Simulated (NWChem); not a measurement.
System: C$_{2}$H$_{6}$BCl$_{2}$N; SMILES CN(C)B(Cl)Cl

```xyz
12

B      0.0000     0.0000    -0.3184
Cl     0.0000    -1.5179    -1.2612
Cl     0.0000     1.5179    -1.2612
N      0.0000     0.0000     1.0761
C      0.0000    -1.2124     1.8947
C      0.0000     1.2124     1.8947
H      0.8882    -1.2321     2.5397
H     -0.8882    -1.2321     2.5397
H      0.0000    -2.1029     1.2688
H     -0.8882     1.2321     2.5397
H      0.8882     1.2321     2.5397
H      0.0000     2.1029     1.2688
```
Atoms are numbered in this order, from 1.

The geometry was optimised at B3LYP/6-31G* (spherical d).

### Question
Give the principal values of the shielding tensors (ppm) of B1, Cl2, N4, C5 from KT2/pcSseg-1, GIAO (NWChem), with their diamagnetic and paramagnetic parts as GIAO splits them.

### Answer
```tsv
atom	σ11	σ22	σ33	isotropic	diamagnetic	paramagnetic
B1	54.1	74.3	86.9	71.8	197.3	-125.5
Cl2	642.2	870.2	917.2	809.9	1150.1	-340.2
N4	48.6	186.2	197.2	144.0	324.1	-180.1
C5	119.2	123.1	182.6	141.6	249.6	-108.0
```
